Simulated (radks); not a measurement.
Fractional charge and spin in the 5d shell of thallium: the spin-up occupation runs from 4 to 5 and the spin-down occupation from 4 to 5; the fullest corner is Tl2+, [Xe] 4f14 6s(up 0.5, down 0.5) 5d(up 5, down 5). Method: scalar-relativistic Kohn-Sham, PBE, spin-polarised, spherical densities, finite nucleus; Fermi nuclear charge, rms radius of each element as measured or else 0.836 A^(1/3) + 0.57 fm; computed with a radial shooting solver on a logarithmic mesh with Libxc functionals. Energy (eV) above the fullest corner. The planes named below are the two flat planes that join the four corners, with an edge along up + down = one added electron.

| down \ up | 4 | 4.25 | 4.5 | 4.75 | 5 |
|---|---|---|---|---|---|
| 4 | 95.294 | 80.071 | 65.797 | 52.459 | 40.044 |
| 4.25 | 80.071 | 65.845 | 52.553 | 40.181 | 28.717 |
| 4.5 | 65.797 | 52.553 | 40.227 | 28.807 | 18.278 |
| 4.75 | 52.459 | 40.181 | 28.807 | 18.322 | 8.711 |
| 5 | 40.044 | 28.717 | 18.278 | 8.711 | 0.000 |

Corners above the fullest one (they belong to Tl3+ and the next ion): (up 5, down 4) 40.044 eV, (up 4, down 5) 40.044 eV, (up 4, down 4) 95.294 eV. With half an added electron in each spin the energy lies 0.184 eV from the planes, and with half an added electron in spin up alone -1.872 eV. The planes are only a guide here: the flat-plane condition holds for ground states with one frontier orbital, while this shell lies below other occupied shells, so the corners above the fullest one are inner-hole states and not the ground states of those ions.
